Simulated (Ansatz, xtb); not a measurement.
Ligand exchange: SnH3Br + C2H7N → SnH3(NH2) + C2H5Br

Species: SnH3Br `[Br][SnH3]`, singlet; C2H7N (ethanamine) `CCN`, singlet; SnH3(NH2), singlet; C2H5Br (bromoethane) `CCBr`, singlet. The partners trade Br for NH2: Sn–Br and C–NH2 bonds give way to Sn–NH2 and C–Br.

Shapes, held fixed at every level: PBE0-D4/def2-TZVP. Flexible molecules stand in one conformer, not always the lowest. Programs: Ansatz 0.2.0, xtb 6.7.1. The zero-point and thermal change to 298 K, harmonic and unscaled (PBE0-D4/def2-TZVP), is -5.8 kJ/mol.

| level | kind | ΔH(298 K) (kJ/mol) | less CCSD(T)/def2-TZVPP |
| --- | --- | --- | --- |
| GFN2-xTB | semi-empirical | +138.3 | +61.0 |
| HF/def2-SVP | Hartree–Fock | +122.4 | +45.1 |
| HF/def2-TZVPP | Hartree–Fock | +103.3 | +26.0 |
| PBE-D4/def2-TZVPP | GGA | +82.8 | +5.5 |
| MP2/def2-SVP | perturbation theory | +102.8 | +25.5 |
| CCSD(T)/def2-SVP | coupled cluster or CI | +104.7 | +27.4 |
| CCSD/def2-SVP | coupled cluster or CI | +107.8 | +30.5 |
| CCSD/def2-TZVPP | coupled cluster or CI | +81.3 | +4.0 |
| CCSD(T)/def2-TZVPP | coupled cluster or CI | +77.3 | 0.0 |

The highest level, CCSD(T)/def2-TZVPP, gives ΔH(298 K) = +77.3 kJ/mol; the levels span +77.3 to +138.3. GFN2-xTB strays far from the other rows. The column of differences is taken from that level and isn't an error. No measured value is set beside it here. For atoms past krypton def2 sets carry core potentials with scalar relativity. Relativity is left out for Br unless named. Correlated rows may include outer-core shells of Br, Sn, which these sets cover unevenly.
